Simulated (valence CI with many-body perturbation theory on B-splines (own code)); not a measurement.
# Forbidden lines of Sm12+

Calculated by relativistic CI+MBPT: four valence electrons over a frozen Dirac-Fock core [Kr] 4d10, radial functions for each j: 8 s, 8 p, 9 d, 9 f, 6 g, 3 h, 2 i, with the one-electron correlation potential Σ1, the two-electron term Σ2, the three-electron term Σ3, Breit, model QED; selected CI, second order for the rest, scaled by the run's own slope (own B-spline code, finite nucleus).

No measured spectrum was set against this ion. As an estimate, terms of the open shell hold to a few per cent of their energy, and close levels can change places; configurations with another count of f electrons can be misplaced by thousands of cm⁻¹. Core correlation moves these levels by up to 34000 cm⁻¹, and in measured spectra 5 to 20 % of such shifts remained as error; rates that hang on mixing are uncertain with them.

Lines 1 to 46 of 46 in falling wavelength, among levels below 15.869 eV, chosen from the decays that carry over 1 % of a level's rate. Wavelengths and rates use the calculated energies, so an error of 2000 cm⁻¹ moves a line at 15970 Å by 32 % and its rate by three times that or more. Electric multipoles are in the length gauge, E1 and E2 with the static RPA response of the core. Weak lines are less certain than strong ones. Lines between different terms over intervals too small for the method are left out, as are lines whose strength nearly cancels. Intervals below about 2000 cm⁻¹, as at the head of this list, are uncertain by tens of per cent. The highest levels of a list are the least certain.

Names give the largest LS component (configuration and term), which can be under half, so a name can repeat, a term be missing and a line seem to break the LS rules; names also repeat where a configuration has a term twice.

```tsv
λ vac (Å)	Upper	Lower	Type	A (s⁻¹)	Branch %
65270	4f²5s² ³P_1	4f²5s² ³P_0	M1	6.40e-02	3.5
45030	4f³5s ³K°_8	4f³5s ³K°_7	M1	2.40e-01	1.9
36710	4f²5s² ³P_2	4f²5s² ³P_1	M1	2.42e-01	3.3
34040	4f³5s ⁵I°_8	4f³5s ⁵I°_7	M1	1.02e+00	100.0
31510	4f²5s² ³F_3	4f²5s² ³F_2	M1	7.96e-01	90.9
21260	4f²5s² ³H_5	4f²5s² ³H_4	M1	2.65e+00	100.0
21210	4f²5s² ³H_6	4f²5s² ³H_5	M1	2.35e+00	100.0
15970	4f²5s² ¹G_4	4f²5s² ³F_4	M1	2.18e+00	30.0
14860	4f²5s² ¹G_4	4f²5s² ³F_3	M1	2.72e+00	37.4
13200	4f²5s² ³F_4	4f²5s² ³H_5	M1	3.93e-01	19.2
12540	4f²5s² ³P_1	4f²5s² ¹D_2	M1	1.33e+00	73.4
11910	4f³5s ³L°_8	4f³5s ¹K°_7	M1	1.63e+00	33.5
11580	4f²5s² ³F_2	4f²5s² ³H_4	E2	1.93e-04	100.0
9348	4f²5s² ³P_2	4f²5s² ¹D_2	M1	5.26e+00	71.5
8467	4f²5s² ³F_3	4f²5s² ³H_4	M1	7.94e-02	9.1
8144	4f²5s² ³F_4	4f²5s² ³H_4	M1	1.66e+00	80.8
8106	4f³5s ³K°_8	4f³5s ³I°_7	M1	5.39e-01	4.2
7227	4f²5s² ¹G_4	4f²5s² ³H_5	M1	1.34e+00	18.4
6923	4f³5s ³L°_8	4f³5s ³K°_8	M1	2.44e+00	50.0
6001	4f³5s ³L°_8	4f³5s ³K°_7	M1	5.36e-01	11.0
5528	4f²5s² ¹D_2	4f²5s² ³F_3	M1	6.98e+00	53.1
5394	4f²5s² ¹G_4	4f²5s² ³H_4	M1	1.03e+00	14.2
4703	4f²5s² ¹D_2	4f²5s² ³F_2	M1	6.15e+00	46.8
3837	4f²5s² ³P_1	4f²5s² ³F_3	E2	9.31e-02	5.2
3683	4f³5s ³K°_8	4f³5s ⁵I°_8	M1	8.03e+00	62.3
3612	4f²5s² ¹I_6	4f²5s² ³H_6	M1	3.63e+00	46.5
3610	4f²5s² ³P_0	4f²5s² ³F_2	E2	1.98e-01	100.0
3474	4f²5s² ³P_2	4f²5s² ³F_3	M1	1.63e+00	22.2
3420	4f²5s² ³P_1	4f²5s² ³F_2	M1	2.47e-01	13.7
3420	4f²5s² ³P_1	4f²5s² ³F_2	E2	7.65e-02	4.2
3324	4f³5s ³K°_8	4f³5s ⁵I°_7	M1	4.08e+00	31.6
3129	4f²5s² ³P_2	4f²5s² ³F_2	M1	1.03e-01	1.4
3087	4f²5s² ¹I_6	4f²5s² ³H_5	M1	4.18e+00	53.4
2404	4f³5s ³L°_8	4f³5s ⁵I°_8	M1	1.17e-01	2.4
2246	4f³5s ³L°_8	4f³5s ⁵I°_7	M1	1.45e-01	3.0
2215	4f²5s² ¹S_0	4f²5s² ³P_1	M1	7.51e+01	88.6
1882	4f²5s² ¹S_0	4f²5s² ¹D_2	E2	8.62e+00	10.2
1036	4f5s²5p ³F_3	4f²5s² ¹D_2	E2	2.11e+01	1.0
875.7	4f5s²5p ³F_3	4f²5s² ³F_4	E2	8.92e+01	4.4
873.9	4f5s²5p ³F_2	4f²5s² ³F_2	E2	2.13e+02	11.7
872.2	4f5s²5p ³F_3	4f²5s² ³F_3	E2	1.31e+02	6.5
848.7	4f5s²5p ³F_3	4f²5s² ³F_2	E2	3.49e+01	1.7
843.6	4f5s²5p ³G_3	4f²5s² ³H_4	E2	2.99e+02	6.2
821.3	4f5s²5p ³F_3	4f²5s² ³H_5	E2	1.43e+02	7.1
812.5	4f5s²5p ³F_2	4f²5s² ³H_4	E2	3.38e+02	18.6
790.7	4f5s²5p ³F_3	4f²5s² ³H_4	E2	3.00e+01	1.5
```
